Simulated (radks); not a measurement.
Q: The mean radii <r> (bohr) of the occupied orbitals of an atom or ion are listed with their occupations. Method: Dirac Kohn-Sham, exchange-only PBE, spin-unpolarised, spherical densities, finite nucleus; Fermi nuclear charge, rms radius of each element as measured or else 0.836 A^(1/3) + 0.57 fm; computed with a radial shooting solver on a logarithmic mesh with Libxc functionals.

| orbital | occ. | <r> |
|---|---|---|
| 1s1/2 | 2 | 0.01687 |
| 2s1/2 | 2 | 0.07047 |
| 2p1/2 | 2 | 0.05798 |
| 2p3/2 | 4 | 0.06653 |
| 3s1/2 | 2 | 0.1833 |
| 3p1/2 | 2 | 0.1736 |
| 3p3/2 | 4 | 0.1893 |
| 3d3/2 | 4 | 0.1648 |
| 3d5/2 | 6 | 0.1696 |
| 4s1/2 | 2 | 0.4070 |
| 4p1/2 | 2 | 0.4094 |
| 4p3/2 | 4 | 0.4434 |
| 4d3/2 | 4 | 0.4519 |
| 4d5/2 | 6 | 0.4631 |
| 5s1/2 | 2 | 0.9250 |
| 4f5/2 | 6 | 0.4950 |
| 4f7/2 | 8 | 0.5020 |
| 5p1/2 | 2 | 0.9972 |
| 5p3/2 | 4 | 1.091 |
| 5d3/2 | 4 | 1.419 |
| 5d5/2 | 4 | 1.466 |

Name the element and its charge. Open shells, if any, fill j = l - 1/2 first.

A: Z = 79, gold, charge +3: Au3+ in [Xe] 4f14 5d8. The 1s radius gives Z: for a bare nucleus <r> = (2 gamma + 1)/(2Z) with gamma = sqrt(1 - (Z/c)^2), 0.01667 bohr for Z = 79, and screening makes it slightly larger (0.01687 here). The occupations add up to 76, and the charge is Z minus that.
